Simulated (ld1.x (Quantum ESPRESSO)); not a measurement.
**copper, TM: configuration errors across variants**

ld1.x (Quantum ESPRESSO) 7.5 input, shortened:

```
&input
   title='Cu', zed=29., rel=1, dft='PBE', iswitch=3,
   config='[Ar] 3d10 4s1 4p0'
 /
 &inputp
   pseudotype=2, tm=.true., lloc=-1, rcloc=1.50,
   nlcc=.true., rcore=0.65
 /
3
4S  1  0   1.00   0.00  1.75  1.75  0.0
3P  2  1   6.00   0.00  1.00  1.00  0.0
3D  3  2  10.00   0.00  1.10  1.10  0.0
 &test
   configts(1)='3p6 3d10 4s1 4p0'
 /
```

All-electron excitation energies from the reference (eV): (1) 3p6 3d10 4s0 4p0 8.148; (2) 3p6 3d9 4s0 4p0 29.480; (3) 3p6 3d8 4s0 4p0 68.500; (4) 3p5 3d10 4s1 4p0 79.535; (5) 3p6 3d9 4s2 4p0 1.970; (6) 3p6 3d10 4s0.5 4p0 3.162; (7) 3p6 3d9 4s1 4p0 11.578.

Tests that are not counted but printed errors over 1 eV. “all radii but the core radius scaled by about 0.92 (s 1.62, p 0.92, d 1.02 bohr); local potential all-electron potential smoothed inside 1.38 bohr (lloc = -1)”: 3p6 3d9 4s2 4p0 (solver errors, printed error -3903 eV); 3p5 3d10 4s1 4p0 (solver errors, printed error -4.3 eV); 1 more.

A true bound ghost makes a file unfit for plane-wave use even where its test errors are small: the radial tests pick states by their node count and pass the ghost by. Where a test does run into it, the solver fails or the error is huge.

Errors AE − PS in meV (a dash: test not solved or not reliable):

```csv
change,(1),(2),(3),(4),(5),(6),(7),bound ghosts
base,-13,-11,-115,+81,-0.3,-2.4,+64,none
"all radii but the core radius scaled by about 0.74 (s 1.30, p 0.74, d 0.82 bohr); local potential all-electron potential smoothed inside 1.10 bohr (lloc = -1)",-1.7,-7.5,-81,-37,-32,-0.5,-27,s
"all radii but the core radius scaled by about 0.87 (s 1.52, p 0.88, d 0.96 bohr); local potential all-electron potential smoothed inside 1.32 bohr (lloc = -1)",-8.6,-9.1,-92,-89,-83,-2.0,-62,s
"all radii but the core radius scaled by about 0.92 (s 1.62, p 0.92, d 1.02 bohr); local potential all-electron potential smoothed inside 1.38 bohr (lloc = -1)",-11,-8.6,-94,–,–,-3.0,–,s
"all radii but the core radius scaled by about 1.03 (s 1.80, p 1.04, d 1.14 bohr); local potential all-electron potential smoothed inside 1.54 bohr (lloc = -1)",-13,-13,-124,-6.3,-28,-2.4,+22,none
"all radii but the core radius scaled by about 1.13 (s 1.98, p 1.14, d 1.24 bohr); local potential all-electron potential smoothed inside 1.70 bohr (lloc = -1)",-13,-23,-179,-111,-60,-2.5,-20,none
"all radii but the core radius scaled by about 1.27 (s 2.22, p 1.28, d 1.40 bohr); local potential all-electron potential smoothed inside 1.90 bohr (lloc = -1)",-9.7,-47,-264,-208,-56,-2.0,-28,none
"all radii but the core radius scaled by about 1.38 (s 2.42, p 1.38, d 1.52 bohr); local potential all-electron potential smoothed inside 2.06 bohr (lloc = -1)",-7.0,-79,-372,-290,-48,-1.3,-35,none
```

Problem. Give the same row for: all radii but the core radius scaled by about 1.19 (s 2.08, p 1.20, d 1.32 bohr); local potential all-electron potential smoothed inside 1.78 bohr (lloc = -1).

Solution. -11, -32, -213, -169, -62, -2.2, -27; bound ghosts: none.
